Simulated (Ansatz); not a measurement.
One change: `[NH]=[W](=[NH])([NH2])[Cl]` becomes `[NH]=[W](=[NH])([Cl])[Cl]`.

Ansatz, PBE0-D4/def2-TZVP geometries, multiplicity 1. Each molecule was computed in one conformer, which needn't be the lowest.

Elements past krypton have def2 core potentials.

| property | `[NH]=[W](=[NH])([NH2])[Cl]` |
| --- | --- |
| HOMO energy (PBE/def2-TZVPP) / eV | -6.39 |
| LUMO energy (ωB97M-V/def2-TZVPP) / eV | 0.92 |
| HOMO–LUMO gap (PBE/def2-TZVPP) / eV | 4.48 |
| ideal-gas entropy at 298 K and 1 bar (rigid rotor, harmonic PBE0-D4/def2-TZVP) / J/(mol·K) | 360 |
| size of the dipole moment (PBE/def2-TZVPP) / D | 3.15 |
| LUMO energy (B3LYP/def2-TZVPP) / eV | -1.34 |

Q: Give the same properties after the change, and the shifts. (Estimate.)

A: The calculation gave: 
```csv
property,`[NH]=[W](=[NH])([Cl])[Cl]`,shift
HOMO energy (PBE/def2-TZVPP) / eV,-6.89,-0.50
LUMO energy (ωB97M-V/def2-TZVPP) / eV,-0.33,-1.25
HOMO–LUMO gap (PBE/def2-TZVPP) / eV,3.80,-0.68
"ideal-gas entropy at 298 K and 1 bar (rigid rotor, harmonic PBE0-D4/def2-TZVP) / J/(mol·K)",356,-4
size of the dipole moment (PBE/def2-TZVPP) / D,2.50,-0.65
LUMO energy (B3LYP/def2-TZVPP) / eV,-2.56,-1.22
```

With PBE0 the HOMO falls by 0.56 eV and the LUMO falls by 1.23 eV, so the gap narrows by about 0.67 eV. PBE moves the HOMO by -0.50 eV and ωB97M-V by -0.54 eV. The zero-point energy changes by -64.3 kJ/mol with -6 modes. Dipoles are sizes alone; their direction can turn.

B3LYP here is the variant with VWN-RPA as its local correlation; programs differ in this.
